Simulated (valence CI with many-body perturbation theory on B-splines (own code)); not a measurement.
**E1 transitions of Ce⁴⁴⁺**

Method: valence CI with perturbative core correlation (CI+MBPT): four valence electrons over a frozen Dirac-Fock core [Ne], a basis of 11 s, 11 p, 9 d, 7 f, 5 g, 2 h, 1 i functions for each j, with the one-electron correlation potential Σ1 (screened to all orders), the two-electron term Σ2, the three-electron term Σ3, Breit, model QED; selected single and double excitations, second order for the rest (own B-spline code, finite nucleus).

No measured spectrum was set against this ion. As an estimate, large intervals hold to a few tenths of a per cent, small ones and those within an open d or f shell to about a per cent.

Lines 101 to 150 of 224 in falling wavelength, among levels below 4677.3 × 10³ cm⁻¹, chosen from the strongest by gf and those to the six lowest levels. Wavelengths and rates use the calculated energies. Electric multipoles are in the length gauge, E1 and E2 with the static RPA response of the core. Weak lines are less certain than strong ones. Lines between different terms over intervals too small for the method are left out, as are lines whose strength nearly cancels. The highest levels of a list are the least certain.

Levels are named by their leading jj configuration (3d3/2^4 stands for four electrons in 3d with j = 3/2), which in mixed levels can hold well under half, so a name can repeat and another be missing. Letters in brackets count levels of one name in rising energy.

```tsv
λ vac (Å)	Upper	Lower	A (s⁻¹)	log gf	Branch %
60.68	(3s 3p1/2 3p3/2 3d5/2) J=2 [c]	(3s 3p1/2 3p3/2^2) J=1 [a]	1.24e+11	-0.46	34.5
60.56	(3s 3p1/2 3p3/2 3d3/2) J=3 [b]	(3s^2 3p1/2 3d5/2) J=2	1.79e+10	-1.16	4.4
60.21	(3s 3p1/2 3p3/2 3d5/2) J=3 [b]	(3s 3p1/2 3p3/2^2) J=2 [a]	7.98e+10	-0.52	26.1
59.98	(3s 3p1/2 3p3/2 3d5/2) J=0	(3s 3p1/2 3p3/2^2) J=1 [a]	9.84e+10	-1.28	19.6
59.68	(3s 3p1/2 3p3/2 3d5/2) J=2 [d]	(3s 3p1/2 3p3/2^2) J=2 [b]	1.51e+10	-1.39	2.2
59.63	(3s 3p1/2 3p3/2 3d5/2) J=4 [c]	(3s 3p1/2 3p3/2^2) J=3	1.21e+11	-0.24	46.7
59.62	(3s 3p1/2^2 3d5/2) J=2	(3s 3p1/2^2 3p3/2) J=2	2.57e+10	-1.16	30.5
58.91	(3s 3p1/2 3p3/2 3d5/2) J=2 [d]	(3s 3p1/2 3p3/2^2) J=1 [a]	2.83e+10	-1.13	4.1
58.71	(3s^2 3p3/2 3d5/2) J=3	(3s^2 3p3/2^2) J=2	2.92e+11	0.02	96.6
58.63	(3s 3p1/2 3p3/2 3d5/2) J=1 [b]	(3s 3p1/2 3p3/2^2) J=0	2.10e+10	-1.49	7.1
57.57	(3s 3p1/2 3p3/2 3d5/2) J=3 [c]	(3s 3p1/2 3p3/2^2) J=2 [a]	2.00e+11	-0.16	58.0
57.56	(3s 3p1/2 3p3/2 3d3/2) J=1 [c]	(3s^2 3p1/2 3d5/2) J=2	1.73e+10	-1.59	3.9
57.49	(3s 3p1/2 3p3/2^2) J=2 [a]	(3s^2 3p1/2 3p3/2) J=2	8.12e+09	-1.70	3.9
57.32	(3s 3p1/2 3p3/2 3d5/2) J=2 [a]	(3s^2 3p1/2 3d5/2) J=2	8.89e+10	-0.66	51.2
57.30	(3s^2 3p3/2 3d5/2) J=1	(3s^2 3p3/2^2) J=2	7.32e+10	-0.97	36.2
56.74	(3s 3p1/2 3p3/2 3d5/2) J=1 [a]	(3s 3p1/2 3p3/2^2) J=2 [a]	1.83e+10	-1.58	8.9
56.23	(3s 3p1/2 3p3/2 3d5/2) J=3 [d]	(3s 3p1/2 3p3/2^2) J=3	7.33e+10	-0.61	16.1
56.08	(3s 3p1/2 3p3/2 3d5/2) J=3 [a]	(3s^2 3p1/2 3d5/2) J=3	3.34e+10	-0.96	21.0
55.68	(3s 3p1/2 3p3/2^2) J=2 [a]	(3s^2 3p1/2 3p3/2) J=1	1.98e+11	-0.34	95.9
55.36	(3s 3p1/2 3p3/2^2) J=3	(3s^2 3p1/2 3p3/2) J=2	8.85e+10	-0.55	93.2
55.25	(3s 3p1/2 3p3/2 3d3/2) J=1 [d]	(3s^2 3p1/2 3d5/2) J=2	2.35e+10	-1.49	6.7
55.21	(3s 3p1/2 3p3/2 3d5/2) J=3 [a]	(3s^2 3p1/2 3d5/2) J=2	9.69e+09	-1.51	6.1
54.53	(3s 3p1/2 3p3/2 3d5/2) J=2 [d]	(3s 3p1/2 3p3/2^2) J=3	7.30e+10	-0.79	10.5
54.49	(3s 3p1/2 3p3/2 3d3/2) J=2 [a]	(3s 3p1/2^2 3p3/2) J=1	9.36e+10	-0.68	63.6
54.49	(3s 3p1/2 3p3/2 3d5/2) J=1 [b]	(3s 3p1/2 3p3/2^2) J=2 [a]	5.79e+10	-1.11	19.5
54.18	(3s 3p1/2 3p3/2 3d5/2) J=3 [d]	(3s 3p1/2 3p3/2^2) J=2 [a]	2.05e+10	-1.20	4.5
54.01	(3s 3p1/2 3p3/2 3d5/2) J=2 [c]	(3s 3p1/2 3p3/2^2) J=2 [a]	1.94e+10	-1.37	5.4
53.90	(3s 3p1/2 3p3/2 3d5/2) J=2 [b]	(3s^2 3p1/2 3d5/2) J=3	6.76e+10	-0.83	21.1
53.82	(3s 3p1/2 3p3/2 3d5/2) J=3 [b]	(3s^2 3p1/2 3d5/2) J=3	5.75e+10	-0.76	18.8
53.76	(3s 3p1/2 3p3/2 3d5/2) J=4 [b]	(3s^2 3p1/2 3d5/2) J=3	3.00e+10	-0.93	31.8
53.10	(3s 3p1/2 3p3/2 3d5/2) J=2 [b]	(3s^2 3p1/2 3d5/2) J=2	3.57e+10	-1.12	11.1
53.02	(3s 3p1/2 3p3/2 3d5/2) J=3 [b]	(3s^2 3p1/2 3d5/2) J=2	5.13e+10	-0.82	16.8
52.73	(3s 3p1/2 3p3/2 3d3/2) J=2 [e]	(3s^2 3p1/2 3d5/2) J=3	1.90e+10	-1.40	2.3
52.63	(3s 3p1/2 3p3/2 3d3/2) J=2 [c]	(3s^2 3p1/2 3d3/2) J=2	1.43e+11	-0.53	60.0
52.60	(3s 3p1/2 3p3/2 3d5/2) J=2 [d]	(3s 3p1/2 3p3/2^2) J=2 [a]	4.42e+10	-1.04	6.4
52.30	(3s 3p1/2 3p3/2 3d5/2) J=2 [b]	(3s^2 3p1/2 3d3/2) J=1	6.26e+10	-0.89	19.6
51.95	(3s 3p1/2 3p3/2 3d3/2) J=0 [b]	(3s^2 3p1/2 3d3/2) J=1	1.83e+11	-1.13	32.9
51.93	(3s 3p1/2 3p3/2^2) J=0	(3s^2 3p1/2 3p3/2) J=1	1.22e+11	-1.31	100.0
51.77	(3s 3p1/2 3p3/2 3d3/2) J=1 [e]	(3s^2 3p1/2 3d3/2) J=1	1.02e+11	-0.91	12.5
51.63	(3s 3p1/2 3p3/2 3d3/2) J=2 [b]	(3s 3p1/2^2 3p3/2) J=1	7.65e+10	-0.82	38.2
51.51	(3s 3p1/2 3p3/2 3d5/2) J=4 [c]	(3s^2 3p1/2 3d5/2) J=3	1.24e+11	-0.35	48.1
51.47	(3s 3p1/2 3p3/2^2) J=1 [a]	(3s^2 3p1/2 3p3/2) J=2	7.99e+09	-2.02	3.8
51.41	(3s 3p1/2^2 3p3/2) J=1	(3s^2 3p1/2^2) J=0	1.31e+11	-0.81	84.1
51.20	(3s 3p1/2 3p3/2 3d3/2) J=2 [e]	(3s^2 3p1/2 3d3/2) J=1	2.43e+11	-0.32	30.1
51.11	(3s 3p3/2^3) J=2	(3s^2 3p3/2^2) J=2	4.88e+11	-0.02	99.3
51.05	(3s 3p1/2 3p3/2 3d3/2) J=2 [d]	(3s^2 3p1/2 3d3/2) J=2	2.23e+10	-1.36	3.9
50.96	(3s 3p1/2 3p3/2 3d5/2) J=3 [c]	(3s^2 3p1/2 3d5/2) J=2	1.08e+11	-0.53	31.5
50.89	(3s 3p1/2 3p3/2^2) J=2 [b]	(3s^2 3p1/2 3p3/2) J=2	2.90e+11	-0.25	91.9
50.73	(3p1/2^2 3p3/2^2) J=0	(3s 3p1/2^2 3p3/2) J=1	2.01e+11	-1.11	79.8
50.31	(3s 3p1/2 3p3/2 3d5/2) J=1 [a]	(3s^2 3p1/2 3d5/2) J=2	4.17e+10	-1.32	20.3
```
